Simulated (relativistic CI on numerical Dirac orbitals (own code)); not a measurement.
Inner-shell lines of As⁷⁺

These numbers are calculated, not measured: Dirac-Coulomb-Breit CI, separate exchange-only KLI orbitals for each configuration, model QED (radiative potential, 1s self-energy scaled to tabulated hydrogen-like ionisation energies), valence Slater integrals scaled by 0.85 (own radial code, finite nucleus).

Configurations in the expansion (outside the closed core 1s2 2s2 3s2 3p6): 2p6.3d8, 2p5.3d9, 2p5.3d8.4s, 2p5.3d8.4d. Levels of other configurations are missing.

The table holds the strongest lines. The upper levels have an inner-shell vacancy. Auger decay, open to those above the ionisation limit, is not computed, and radiative decays to configurations outside the model are missing too. Absolute energies can be off by a few tenths of a per cent, so close lines can change order. LS names give the leading component, which can be well under half, for lower levels too. Brackets number the levels in order of energy.

```tsv
λ (Å)	Upper	Lower	A (s⁻¹)	gA (s⁻¹)
9.62949	2p5.3d9 1D°_2 [11]	2p6.3d8 1D_2 [4]	1.05e+13	5.23e+13
9.61736	2p5.3d9 3D°_2 [13]	2p6.3d8 3P_2 [5]	6.54e+12	3.27e+13
9.61136	2p5.3d9 3P°_1 [14]	2p6.3d8 3P_1 [6]	7.16e+12	2.15e+13
9.61005	2p5.3d9 3F°_4 [10]	2p6.3d8 3F_4 [1]	8.90e+12	8.01e+13
9.60768	2p5.3d9 3P°_0 [15]	2p6.3d8 3P_1 [6]	2.15e+13	2.15e+13
9.60643	2p5.3d9 1F°_3 [16]	2p6.3d8 1G_4 [8]	2.05e+13	1.43e+14
9.59723	2p5.3d9 3D°_3 [12]	2p6.3d8 3F_4 [1]	1.93e+13	1.35e+14
9.59248	2p5.3d9 3D°_2 [13]	2p6.3d8 3F_3 [2]	1.59e+13	7.94e+13
9.58897	2p5.3d9 3P°_1 [14]	2p6.3d8 3F_2 [3]	6.94e+12	2.08e+13
9.57585	2p5.3d9 1P°_1 [17]	2p6.3d8 3F_2 [3]	1.10e+13	3.29e+13
9.57519	2p5.3d9 1F°_3 [16]	2p6.3d8 3F_3 [2]	4.05e+12	2.84e+13
9.57059	2p5.3d9 1F°_3 [16]	2p6.3d8 3F_4 [1]	3.83e+12	2.68e+13
9.36139	2p5.3d9 3P°_2 [19]	2p6.3d8 3P_1 [6]	7.47e+12	3.73e+13
9.36138	2p5.3d9 1F°_3 [20]	2p6.3d8 1G_4 [8]	1.66e+13	1.16e+14
9.36122	2p5.3d9 3P°_2 [19]	2p6.3d8 3P_2 [5]	6.47e+12	3.24e+13
9.34938	2p5.3d9 3F°_2 [18]	2p6.3d8 3F_2 [3]	6.29e+12	3.15e+13
9.34257	2p5.3d9 3D°_1 [21]	2p6.3d8 3P_2 [5]	6.71e+12	2.01e+13
9.33764	2p5.3d9 3P°_2 [19]	2p6.3d8 3F_3 [2]	7.50e+12	3.75e+13
9.33171	2p5.3d9 1F°_3 [20]	2p6.3d8 3F_3 [2]	5.79e+12	4.05e+13
9.32157	2p5.3d9 3D°_1 [21]	2p6.3d8 3F_2 [3]	8.53e+12	2.56e+13
```
